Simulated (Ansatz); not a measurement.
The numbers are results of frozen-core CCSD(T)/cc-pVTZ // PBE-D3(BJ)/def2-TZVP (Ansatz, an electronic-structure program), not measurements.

Ansatz 0.2 input:
```yaml
crystal:
  periodic: [false, false, false]
  atoms:
    - { symbol: O, position_ang: [1.301558, -0.239811, 0.433341] }
    - { symbol: Ge, position_ang: [-0.442856, 0.013924, 0.035497] }
    - { symbol: H, position_ang: [1.867045, 0.003541, -0.317928] }
    - { symbol: H, position_ang: [-0.847595, -0.868958, -1.175266] }
    - { symbol: H, position_ang: [-1.175822, -0.416546, 1.320662] }
    - { symbol: H, position_ang: [-0.702331, 1.50785, -0.296304] }
basis:
  gaussian: { orbitals: cc-pVTZ }
correlation:
  method: ccsd_t
```

Output:

```
Functional definition: HF
765 factors; integrals over basis functions are off by at most 8.7e-4 eV
mean field evaluation 1: about -58573.6926 eV, gradient 3.6e1 eV
mean field evaluation 2: about -58573.7479 eV, gradient 3.6e1 eV
mean field evaluation 4: about -58576.2566 eV, gradient 2.2e0 eV
mean field evaluation 8: about -58576.2782 eV, gradient 7.2e-2 eV
mean field evaluation 16: about -58575.0891 eV, gradient 2.6e1 eV
mean field -58576.27822339 eV, -2152.6385202823 hartree, gradient 1.1e-6 eV, S^2 0.000000; 0 other end points of the search recorded, 0 dependent functions left out
10 core orbitals not correlated
reference -58576.27822339 eV, -2152.6385202823 hartree; 12, 12 occupied and 107, 107 virtual orbitals, 765 factors
second order -12.47436121 eV of doubles, -0.00000000 eV of singles
cycle   1  -12.54507040 eV  change   -7.1e-2 eV  update   8.5e-2
cycle   2  -12.94115137 eV  change   -4.0e-1 eV  update   2.5e-2
cycle   3  -13.01605898 eV  change   -7.5e-2 eV  update   1.3e-2
cycle   4  -13.00708236 eV  change    9.0e-3 eV  update   2.7e-3
cycle   5  -13.00721047 eV  change   -1.3e-4 eV  update   1.2e-3
cycle   6  -13.00748650 eV  change   -2.8e-4 eV  update   3.3e-4
cycle   7  -13.00729119 eV  change    2.0e-4 eV  update   1.3e-4
cycle   8  -13.00729342 eV  change   -2.2e-6 eV  update   4.5e-5
cycle   9  -13.00731249 eV  change   -1.9e-5 eV  update   1.6e-5
perturbative correction -0.46557510 eV, -0.0171095692 hartree
Total energy: -58589.75111098 eV, -2153.1336397687 hartree
```

Cost: around 13 core-seconds (rough).
